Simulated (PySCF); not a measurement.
[Nb(NH3)4]3+ holds Nb(III), d2, at total charge +3. The structure is a model geometry with rigid ligands and bond lengths from ionic radii, not a minimum; coordination tetrahedral, point group Td, metal–donor distances 2.03 Å.

The d shell alone is too small an active space for [Nb(NH3)4]3+ (an active orbital has only 0.64 squared overlap with the free ion's shell): its levels, fitted parameters, g values and moments show what this model gives and aren't sound predictions.

Method (PySCF 2.14, density fitting): CASSCF(2,5) with orbitals averaged over all microstates of the shell, strongly contracted NEVPT2 on the averaged canonical orbitals; basis x2c-TZVPall on the metal, x2c-SVPall elsewhere; spin-free X2C; gas phase; spin-orbit coupling by state interaction with the mean-field operator over all roots.

CASSCF energies above the lowest CASSCF root:

```csv
state,CASSCF / cm⁻¹
3A2,0
1E,10359
3T2,15080
1A1,18943
3T1,20072
1T2,24166
1T1,24990
3T1,31236
1E,35141
1T2,41231
1A1,52866
```

Q: How does dynamic correlation (SC-NEVPT2) move these states?

A: 
| state | NEVPT2 / cm⁻¹ | shift / cm⁻¹ |
| --- | --- | --- |
| 3A2 | 0 | 0 |
| 1E | 8447 | -1911 |
| 3T2 | 15192 | +112 |
| 1A1 | 15780 | -3163 |
| 3T1 | 19033 | -1039 |
| 1T2 | 22666 | -1500 |
| 1T1 | 23261 | -1729 |
| 3T1 | 30744 | -492 |
| 1E | 34000 | -1140 |
| 1T2 | 38536 | -2695 |
| 1A1 | 47562 | -5304 |

The geometry is a model, and the complex may not exist in this form. NEVPT2 on the d shell alone tends to put d–d bands too high for such charged or covalently bound ions.
